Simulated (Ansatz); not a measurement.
Ideal-gas functions of CH3FSSi (`F[SiH]1CS1`) at 800 K and 1 bar, from an Ansatz frequency run at PBE0-D4/def2-TZVP.

Molar mass 94.19 g/mol, point group C1 (symmetry number 1), electronic degeneracy 1, moments of inertia 51.127, 152.081, 172.36 u Å². Harmonic wavenumbers (cm⁻¹, unscaled): 225, 258, 525, 568, 631, 746, 799, 835, 939, 965, 1030, 1420, 2302, 3126, 3210.

Use S(trans) = R[1.5 ln M + 2.5 ln T − 1.1517]; rotational temperatures θ = 24.2544 K / I; S(rot) = R[ln(√π/σ · √(T³/θAθBθC)) + 1.5]; for each mode x = 1.438777 ν̃/T, S = R[x/(eˣ − 1) − ln(1 − e⁻ˣ)] and H = RT x/(eˣ − 1); 1 cm⁻¹ = 0.0119627 kJ/mol; R = 8.31446 J/(mol·K).

**Question.** By hand: the entropy, in J/(mol·K).

**Answer.** Translation 186.1. Rotation: θ = 0.4744, 0.1595, 0.1407 K, giving 119.5. Vibration, mode by mode: 15.89, 14.77, 9.09, 8.49, 7.70, 6.47, 5.98, 5.67, 4.88, 4.70, 4.28, 2.46, 0.69, 0.20, 0.18, in all 91.5. Electronic 0.0. Sum 397.1 J/(mol·K).

**Question.** By hand: H − E and G − E in kJ/mol, counted from the electronic energy.

**Answer.** Zero-point energy ½ × 17579 × 0.0119627 = 105.1; thermal vibration 40.5; translation, rotation and pV give 4 RT = 26.6. H − E = 172.2 kJ/mol, and G − E = 172.2 − 800 × 397.1/1000 = -145.5 kJ/mol.

Vibration gives 23 % of the entropy. The sum counts one conformer and one mirror image; others add a mixing term.
